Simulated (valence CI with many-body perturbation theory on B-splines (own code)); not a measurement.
# Sensitivity of CI+MBPT for Bi⁷⁶⁺

Calculated by configuration interaction combined with many-body perturbation theory (CI+MBPT): five valence electrons over a frozen Dirac-Fock core [He], a basis of 6 s, 6 p, 5 d, 3 f, 1 g functions for each j, with the one-electron correlation potential Σ1 (screened to all orders), the two-electron term Σ2, the three-electron term Σ3, Breit, model QED; selected single and double excitations, second order for the rest, scaled by the run's own slope (own B-spline code, finite nucleus).

The last digits are not significant, and no measured levels were compared; by estimate large intervals hold to a few tenths of a per cent, small ones and those within an open d or f shell to about a per cent. Among the levels kept, up to 1800 cm⁻¹ of a level comes from second order outside the variational space, and about a tenth of that is noise between levels of different J, which matters for small intervals.

The reference run has the lowest level (2s^2 2p1/2^2 2p3/2) J=3/2 and an ionisation energy of 21305.0 eV. Its largest variational space holds 9998 state functions.

Levels are named by their leading jj configuration (3d3/2^4 stands for four electrons in 3d with j = 3/2), which in mixed levels can hold well under half, so a name can repeat and another be missing. Letters in brackets count levels of one name in rising energy.

Changed runs:
A. scale of Σ2 1 → 0.8
B. cutoff of virtual states (hartree) 13778 → 43680
C. scale of Σ1 1 → 0; scale of Σ2 1 → 0; three-electron term on → off
D. factor on the speed of light 1 → 0.9 (bad on purpose)

Excitation energies of the reference run in × 10³ cm⁻¹, and shifts in cm⁻¹:

| Level | Reference | A | B | C | D |
| --- | --- | --- | --- | --- | --- |
| (2s^2 2p1/2 2p3/2^2) J=3/2 | 19260 | -2.1 | +218 | -2065 | +6392348 |
| (2s^2 2p1/2 2p3/2^2) J=5/2 | 19444 | -73 | +219 | -2095 | +6361171 |
| (2s^2 2p1/2 2p3/2^2) J=1/2 | 19964 | -150 | +220 | -2191 | +6404082 |
| (2s 2p1/2^2 2p3/2^2) J=5/2 | 22634 | +550 | +374 | +4995 | +6685327 |
| (2s 2p1/2^2 2p3/2^2) J=1/2 | 23645 | +593 | +378 | +5951 | +6734547 |
| (2s 2p1/2^2 2p3/2^2) J=3/2 | 23655 | +897 | +380 | +8045 | +6736670 |
| (2s^2 2p3/2^3) J=3/2 | 39280 | -162 | +441 | -4371 | +12852569 |
| (2s 2p1/2 2p3/2^3) J=3/2 [a] | 42167 | +347 | +584 | +1858 | +13115373 |
| (2s 2p1/2 2p3/2^3) J=5/2 | 42516 | +428 | +590 | +2685 | +13083046 |
| (2s 2p1/2 2p3/2^3) J=1/2 | 43172 | +762 | +594 | +5121 | +13152533 |
| (2s 2p1/2 2p3/2^3) J=3/2 [b] | 43222 | +680 | +593 | +4743 | +13130205 |
| (2p1/2^2 2p3/2^3) J=3/2 | 46943 | +1464 | +714 | +12904 | +13447380 |
| Ionisation energy (eV) | 21305.0 | -0.018 | +0.0093 | -0.2 | +76.7 |
